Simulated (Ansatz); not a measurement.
Consider the cleavage of the Al–Si bond: `[SiH3][AlH][Br]` + H₂S → `[SH][AlH][Br]` + SiH₄.

Calculated with Ansatz (gas phase, PBE0-D4/def2-TZVP geometries, no zero-point term in ΔE). CCSD(T)/CBS is the MP2 limit (def2-TZVPP, def2-QZVPP) plus CCSD(T) − MP2 in def2-TZVPP, frozen cores. This one scheme is used for every species. Functionals use def2-TZVPP. For Br outer-core shells are correlated without core-valence functions, which leaves a few kJ/mol of doubt a bond. Scalar relativity is left out up to krypton. Each species was taken in one conformer, which may not be the lowest.

CCSD(T)/CBS gives -112.6 kJ/mol.

Problem. Another level gave -115.3 kJ/mol. Which?
A. BHLYP/def2-TZVPP
B. BLYP/def2-TZVPP
C. revPBE/def2-TZVPP
D. SCS-MP2/def2-TZVPP

Solution. A. BHLYP -115.3, revPBE -99.0, BLYP -107.3, SCS-MP2/def2-TZVPP -120.0 kJ/mol.

Largest T1 diagnostic among the species: 0.011.

From PBE to PBE0 (25 % exact exchange), in def2-TZVPP and without D4, ΔE moves by −4.0 kJ/mol. Leaving LDA and LC-ωPBE aside and taking each functional with its dispersion term where it has one, the values, not all of them listed here, spread over 16.2 kJ/mol, from ωB97M-V to PBE-D4.
